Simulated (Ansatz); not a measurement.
Ansatz (a quantum-chemistry and plane-wave program) input (HF/3-21G): The .json file is the Basis Set Exchange's 3-21G.

Ansatz 0.2 input:
```yaml
crystal:
  periodic: [false, false, false]
  atoms:
    - {symbol: Cd, position_ang: [-0.00000000, -0.00000000, -0.03786020]}
    - {symbol: H, position_ang: [0.00000000, 0.00000000, 1.81728964]}
basis:
  gaussian:
    orbitals: 3-21G.json
hamiltonian:
  xc: {name: HF}
magnetization: {spin_polarized: true, initial_magnetization: 1}
phonons: {temperatures: {t_min: 298.15, t_max: 298.15, t_step: 100}}
```

Output:

```
Functional definition: HF
integrals: 0.01 GiB planned
546 factors; integrals over basis functions are off by at most 6.5e-4 eV
mean field: 0.13 GiB planned
mean field evaluation 1: about -148048.7557 eV, gradient 6.6e0 eV
mean field evaluation 2: about -148048.7565 eV, gradient 6.6e0 eV
mean field evaluation 4: about -148049.1806 eV, gradient 1.1e0 eV
mean field evaluation 8: about -148049.2262 eV, gradient 4.3e-3 eV
mean field -148049.22590575 eV, -5440.7087006666 hartree, gradient 1.1e-5 eV, S^2 0.775266; 0 other end points of the search recorded, 0 dependent functions left out
the calculation of the forces begins
reference -148049.22590575 eV, -5440.7087006666 hartree; 25, 24 occupied and 16, 17 virtual orbitals, 546 factors
these checks for a lower state are left out or cut short: stability, starts, cluster_reference, orbital_swaps, neighbouring_geometries, increment
integrals: 0.01 GiB planned
546 factors; integrals over basis functions are off by at most 6.5e-4 eV
mean field: 0.13 GiB planned
mean field evaluation 16: about -148049.2259 eV, gradient 1.1e-5 eV
mean field -148049.22590575 eV, -5440.7087006666 hartree, gradient 1.1e-6 eV, S^2 0.775266; 0 other end points of the search recorded, 0 dependent functions left out
the calculation of the forces begins
reference -148049.22590575 eV, -5440.7087006666 hartree; 25, 24 occupied and 16, 17 virtual orbitals, 546 factors
these checks for a lower state are left out or cut short: stability, starts, cluster_reference, orbital_swaps, neighbouring_geometries, increment
integrals: 0.01 GiB planned
546 factors; integrals over basis functions are off by at most 6.5e-4 eV
mean field: 0.13 GiB planned
mean field -148049.22590575 eV, -5440.7087006666 hartree, gradient 1.1e-6 eV, S^2 0.775266; 0 other end points of the search recorded, 0 dependent functions left out
the calculation of the forces begins
reference -148049.22590575 eV, -5440.7087006666 hartree; 25, 24 occupied and 16, 17 virtual orbitals, 546 factors
these checks for a lower state are left out or cut short: stability, starts, cluster_reference, orbital_swaps, neighbouring_geometries, increment
integrals: 0.01 GiB planned
546 factors; integrals over basis functions are off by at most 6.5e-4 eV
mean field: 0.13 GiB planned
mean field evaluation 32: about -148049.2259 eV, gradient 1.6e-6 eV
mean field -148049.22590575 eV, -5440.7087006666 hartree, gradient 1.1e-6 eV, S^2 0.775266; 0 other end points of the search recorded, 0 dependent functions left out
the calculation of the forces begins
reference -148049.22590575 eV, -5440.7087006666 hartree; 25, 24 occupied and 16, 17 virtual orbitals, 546 factors
these checks for a lower state are left out or cut short: stability, starts, cluster_reference, orbital_swaps, neighbouring_geometries, increment
integrals: 0.01 GiB planned
546 factors; integrals over basis functions are off by at most 6.5e-4 eV
mean field: 0.13 GiB planned
mean field -148049.22590575 eV, -5440.7087006666 hartree, gradient 1.1e-6 eV, S^2 0.775266; 0 other end points of the search recorded, 0 dependent functions left out
the calculation of the forces begins
reference -148049.22590575 eV, -5440.7087006666 hartree; 25, 24 occupied and 16, 17 virtual orbitals, 546 factors
these checks for a lower state are left out or cut short: stability, starts, cluster_reference, orbital_swaps, neighbouring_geometries, increment
integrals: 0.01 GiB planned
546 factors; integrals over basis functions are off by at most 6.5e-4 eV
mean field: 0.13 GiB planned
mean field -148049.22588258 eV, -5440.7086998152 hartree, gradient 5.1e-6 eV, S^2 0.775011; 0 other end points of the search recorded, 0 dependent functions left out
the calculation of the forces begins
reference -148049.22588258 eV, -5440.7086998152 hartree; 25, 24 occupied and 16, 17 virtual orbitals, 546 factors
these checks for a lower state are left out or cut short: stability, starts, cluster_reference, orbital_swaps, neighbouring_geometries, increment
integrals: 0.01 GiB planned
546 factors; integrals over basis functions are off by at most 6.5e-4 eV
mean field: 0.13 GiB planned
mean field -148049.22588373 eV, -5440.7086998575 hartree, gradient 5.2e-6 eV, S^2 0.775524; 0 other end points of the search recorded, 0 dependent functions left out
the calculation of the forces begins
reference -148049.22588373 eV, -5440.7086998575 hartree; 25, 24 occupied and 16, 17 virtual orbitals, 546 factors
these checks for a lower state are left out or cut short: stability, starts, cluster_reference, orbital_swaps, neighbouring_geometries, increment
integrals: 0.01 GiB planned
546 factors; integrals over basis functions are off by at most 6.5e-4 eV
mean field: 0.13 GiB planned
mean field -148049.22590575 eV, -5440.7087006666 hartree, gradient 1.1e-6 eV, S^2 0.775266; 0 other end points of the search recorded, 0 dependent functions left out
the calculation of the forces begins
reference -148049.22590575 eV, -5440.7087006666 hartree; 25, 24 occupied and 16, 17 virtual orbitals, 546 factors
these checks for a lower state are left out or cut short: stability, starts, cluster_reference, orbital_swaps, neighbouring_geometries, increment
integrals: 0.01 GiB planned
546 factors; integrals over basis functions are off by at most 6.5e-4 eV
mean field: 0.13 GiB planned
mean field evaluation 64: about -148049.2259 eV, gradient 1.6e-6 eV
mean field -148049.22590575 eV, -5440.7087006666 hartree, gradient 1.1e-6 eV, S^2 0.775266; 0 other end points of the search recorded, 0 dependent functions left out
the calculation of the forces begins
reference -148049.22590575 eV, -5440.7087006666 hartree; 25, 24 occupied and 16, 17 virtual orbitals, 546 factors
these checks for a lower state are left out or cut short: stability, starts, cluster_reference, orbital_swaps, neighbouring_geometries, increment
integrals: 0.01 GiB planned
546 factors; integrals over basis functions are off by at most 6.5e-4 eV
mean field: 0.13 GiB planned
mean field -148049.22590575 eV, -5440.7087006666 hartree, gradient 1.1e-6 eV, S^2 0.775266; 0 other end points of the search recorded, 0 dependent functions left out
the calculation of the forces begins
reference -148049.22590575 eV, -5440.7087006666 hartree; 25, 24 occupied and 16, 17 virtual orbitals, 546 factors
these checks for a lower state are left out or cut short: stability, starts, cluster_reference, orbital_swaps, neighbouring_geometries, increment
integrals: 0.01 GiB planned
546 factors; integrals over basis functions are off by at most 6.5e-4 eV
mean field: 0.13 GiB planned
mean field -148049.22590575 eV, -5440.7087006666 hartree, gradient 1.1e-6 eV, S^2 0.775266; 0 other end points of the search recorded, 0 dependent functions left out
the calculation of the forces begins
reference -148049.22590575 eV, -5440.7087006666 hartree; 25, 24 occupied and 16, 17 virtual orbitals, 546 factors
these checks for a lower state are left out or cut short: stability, starts, cluster_reference, orbital_swaps, neighbouring_geometries, increment
integrals: 0.01 GiB planned
546 factors; integrals over basis functions are off by at most 6.5e-4 eV
mean field: 0.13 GiB planned
mean field -148049.22588373 eV, -5440.7086998575 hartree, gradient 5.2e-6 eV, S^2 0.775524; 0 other end points of the search recorded, 0 dependent functions left out
the calculation of the forces begins
reference -148049.22588373 eV, -5440.7086998575 hartree; 25, 24 occupied and 16, 17 virtual orbitals, 546 factors
these checks for a lower state are left out or cut short: stability, starts, cluster_reference, orbital_swaps, neighbouring_geometries, increment
integrals: 0.01 GiB planned
546 factors; integrals over basis functions are off by at most 6.5e-4 eV
mean field: 0.13 GiB planned
mean field -148049.22588258 eV, -5440.7086998152 hartree, gradient 5.1e-6 eV, S^2 0.775011; 0 other end points of the search recorded, 0 dependent functions left out
the calculation of the forces begins
reference -148049.22588258 eV, -5440.7086998152 hartree; 25, 24 occupied and 16, 17 virtual orbitals, 546 factors
Total energy: -148049.22590575 eV, -5440.7087006666 hartree
Atom 0 at    -0.000000    -0.000000    -0.037860 Å, force    -0.000000     0.000000    -0.000196 eV/Å
Atom 1 at     0.000000     0.000000     1.817290 Å, force     0.000000     0.000000     0.000196 eV/Å
Dipole moment:     0.000000    -0.000000    -0.254286 e Å
Vibrations: 1402.78 cm⁻¹, zero-point energy 0.086961 eV
```

The blocks after the first are displaced geometries, from whose forces the wavenumbers follow.
